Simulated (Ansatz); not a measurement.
C3H4BClS (`ClC1=CCSB1`), relaxed with RKS PBE-D4/def2-SVP in Ansatz from a rough embedded geometry. The force threshold is 0.03 eV/Å; the program also tests the step.

The species carries charge 0 and has multiplicity 1.

Start:

```xyz
10

Cl    2.176    1.448   -1.159
C     0.768    0.472   -0.630
C     0.703   -0.083    0.571
C    -0.577   -0.645    0.964
S    -1.710   -0.759   -0.473
B    -0.520    0.257   -1.473
H     1.520    0.077    1.293
H    -0.380   -1.716    1.291
H    -1.099   -0.142    1.820
H    -0.881    1.091   -2.205
```

```csv
step,energy (eV),largest force (eV/Å),largest move (Å)
1,-27185.4531,2.556,0.000
2,-27185.9612,0.778,0.195
3,-27186.0485,0.613,0.166
4,-27186.0855,0.275,0.062
5,-27186.0946,0.149,0.034
6,-27186.0963,0.084,0.015
7,-27186.0968,0.021,0.011
```

End:

```xyz
10

Cl    2.135    1.451   -1.174
C     0.742    0.586   -0.586
C     0.715   -0.006    0.641
C    -0.556   -0.700    0.990
S    -1.734   -0.527   -0.419
B    -0.571    0.417   -1.397
H     1.556    0.008    1.354
H    -0.409   -1.783    1.192
H    -1.034   -0.270    1.898
H    -0.844    0.824   -2.501
```

It took 12 s on 4 threads of an Arm Neoverse V1 on a shared host, with 0.16 GiB of host memory at the peak.
